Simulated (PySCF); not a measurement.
Gas-phase reaction: 3 GeHF3 + 2 GeF2 → GeH3F + 4 GeF3, at 1800 K and a standard pressure of 1 bar. Level: M06-2X/def2-TZVP†.

Computed with PySCF and rigid-rotor harmonic-oscillator thermochemistry at 1 bar. † marks an energy on the PBE0/def2-TZVP geometry and frequencies. Open shells (unrestricted): GeF3 (multiplicity 2); the rest are closed-shell singlets. Ge: all electrons, no relativistic terms. GeHF3, GeF3: computed as isolated molecules; such fragments, hydroxides, amides, oligomers or adducts are transient or little studied in the gas. The harmonic model lacks anharmonicity and excited electronic states, which grow with temperature; levels with a mode under 35 cm⁻¹ are left out.

| species | E (Ha) | H(1800 K) − E (kJ/mol) | S°(1800 K) (J/mol/K) |
|---|---|---|---|
| GeHF3 | -2377.30208 | 200.7 | 461.0 |
| GeF2 | -2276.80206 | 105.6 | 369.4 |
| GeH3F | -2178.68054 | 208.3 | 395.0 |
| GeF3 | -2376.66165 | 151.0 | 438.8 |
E: electronic energy; H − E holds the zero-point and thermal terms. 1 Ha = 2625.5 kJ/mol.

Q: Work out ΔH°, ΔS°, ΔG° and log10 K from these numbers.

A: 1. ΔE = 1×(-2178.68054) + 4×(-2376.66165) − 3×(-2377.30208) − 2×(-2276.80206) = 0.18322 Ha = 481.0 kJ.
2. Δ(H − E) = 1×(208.3) + 4×(151.0) − 3×(200.7) − 2×(105.6) = -1.0 kJ, so ΔH° = 480.0 kJ.
3. ΔS° = 1×(395.0) + 4×(438.8) − 3×(461.0) − 2×(369.4) = 28.4 J/K; the number of gas molecules stays the same.
4. ΔG° = ΔH° − TΔS° = 480.0 − 1800×(28.4)/1000 = 428.9 kJ.
5. log10 K = −ΔG°/(RT ln 10) = -12.45, with RT ln 10 = 34.46 kJ/mol; at standard pressures the reactants are favoured.
6. A shift of 10 kJ in ΔE would move log10 K by 0.29 here.
For scale, ΔH°(298 K) is 478 kJ at this level, 515 kJ at ωB97M-V/def2-TZVP†, and runs from 395 to 553 kJ over the 20 levels computed.
